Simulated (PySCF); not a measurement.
C8H9N.
SMILES: `C=C1C[C@H](CC#N)C1=C`

Computed with PySCF at CAM-B3LYP/def2-SVPD, non-relativistic, on one gas-phase PBE0-D3(BJ)/def2-SVP geometry that isn't relaxed in the solvent. The solvent is an IEF-PCM continuum (van der Waals radii × 1.2), and excitations are vertical TDDFT with non-equilibrium linear response and a frozen core. The model holds no explicit solvent molecules, cavitation or dispersion.

Gas-phase singlets (H = HOMO, L = LUMO):

| state | E (eV) | λ (nm) | f | leading configurations |
| --- | --- | --- | --- | --- |
| S1 | 5.260 | 236 | 0.297 | H→L 98% |
| S2 | 6.526 | 190 | 0.003 | H-2→L 51%, H-4→L 22%, H-5→L 10% |
| S3 | 6.587 | 188 | 0.003 | H→L+1 61%, H→L+2 28% |
| S4 | 6.860 | 181 | 0.005 | H-4→L 65%, H-5→L 14% |
| S5 | 7.072 | 175 | 0.103 | H-1→L 64%, H-2→L 16% |

**Question.** What are the lowest 5 singlets in methanol (ε = 32.61)?

**Answer.** 
| state | E (eV) | λ (nm) | f | leading configurations | change by rank (eV) |
| --- | --- | --- | --- | --- | --- |
| S1 | 5.111 | 243 | 0.352 | H→L 98% | -0.149 |
| S2 | 6.462 | 192 | 0.003 | H-2→L 70%, H-3→L 16% | -0.064 |
| S3 | 6.618 | 187 | 0.002 | H→L+1 68%, H→L+2 11% | +0.031 |
| S4 | 6.735 | 184 | 0.004 | H-3→L 72%, H-2→L 11% | -0.125 |
| S5 | 7.019 | 177 | 0.191 | H-1→L 87% | -0.053 |

**Question.** What are the lowest 5 singlets in dimethylsulfoxide (ε = 46.83)?

**Answer.** 
```tsv
state	E (eV)	λ (nm)	f	leading configurations	change by rank (eV)
S1	5.062	245	0.371	H→L 98%	-0.198
S2	6.458	192	0.004	H-2→L 70%, H-3→L 16%	-0.068
S3	6.612	188	0.002	H→L+1 68%, H→L+2 10%	+0.025
S4	6.731	184	0.005	H-3→L 72%, H-2→L 11%	-0.129
S5	7.003	177	0.214	H-1→L 88%	-0.069
```

**Question.** The ground-state energy changes by -0.343 eV from gas to dimethylsulfoxide. By how much does the total energy of gas-phase S1 change?

**Answer.** E(S1) = E(S0) + excitation energy, so it changes by -0.343 − 0.198 = -0.541 eV: it is lowered more than the ground state, which is what a red shift means. This is the vertical state, with the slow part of the continuum still set for S0.

**Question.** How do the frontier levels move from gas to dimethylsulfoxide?

**Answer.** 
| orbital | gas (eV) | solvent (eV) | change (eV) |
| --- | --- | --- | --- |
| LUMO+2 | 1.58 | 1.76 | +0.18 |
| LUMO+1 | 1.11 | 1.44 | +0.33 |
| LUMO | -0.39 | -0.19 | +0.20 |
| HOMO | -8.16 | -7.98 | +0.18 |
| HOMO-1 | -10.38 | -10.19 | +0.19 |
| HOMO-2 | -10.54 | -10.39 | +0.15 |
| HOMO-3 | -10.84 | -10.75 | +0.09 |

The HOMO–LUMO gap goes from 7.77 to 7.79 eV. Rows go by rank; for HOMO-3, HOMO-2, HOMO-1, LUMO+1 and LUMO+2 the atom shares or the degeneracy differ between the runs, so the row needn't follow one orbital.

Shape of the structure used: `[CH2:1]=[C:2]1[CH2:3][C@H:4]([CH2:5][C:6]#[N:7])[C:8]1=[CH2:9]`: C3–C4–C5–C6 -172°.
